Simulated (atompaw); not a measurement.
## An all-electron radial function and its pseudo partner (vanadium)

Columns: radius, all-electron u(r) and pseudo u(r) of the 4p shell (level -6.81 eV) of vanadium in the configuration [Ar] 3d3 4s1 4p0; PBEsol, scalar-relativistic, PAW (atompaw) scheme, atompaw 4.2.0.5.

| r (bohr) | all-electron | pseudo |
| --- | --- | --- |
| 0.115 | 0.1253 | 0.0022 |
| 0.231 | 0.1114 | 0.0088 |
| 0.346 | -0.0073 | 0.0196 |
| 0.462 | -0.1285 | 0.0345 |
| 0.577 | -0.2083 | 0.0530 |
| 0.692 | -0.2412 | 0.0749 |
| 0.808 | -0.2342 | 0.0999 |
| 0.923 | -0.1987 | 0.1272 |
| 1.038 | -0.1447 | 0.1565 |
| 1.154 | -0.0798 | 0.1875 |
| 1.269 | -0.0109 | 0.2194 |
| 1.385 | 0.0592 | 0.2520 |
| 1.500 | 0.1267 | 0.2844 |
| 1.615 | 0.1904 | 0.3164 |
| 1.731 | 0.2499 | 0.3479 |
| 1.846 | 0.3037 | 0.3781 |
| 1.962 | 0.3524 | 0.4069 |
| 2.077 | 0.3951 | 0.4339 |
| 2.192 | 0.4326 | 0.4588 |
| 2.308 | 0.4651 | 0.4818 |
| 2.423 | 0.4924 | 0.5022 |
| 2.538 | 0.5149 | 0.5201 |
| 2.654 | 0.5332 | 0.5355 |
| 2.769 | 0.5472 | 0.5479 |
| 2.885 | 0.5574 | 0.5575 |
| 3.000 | 0.5639 | 0.5639 |

(1) How many radial nodes do the two functions have?

(2) Is the pseudo-wave norm-conserving?

Results:

(1) The all-electron 4p function has n − l − 1 = 2; the pseudo-wave has 0, since the states of the same l below it are removed with the core.

(2) No, it belongs to a PAW set: the norm inside the radius is not constrained, and the difference is carried by the augmentation charge.
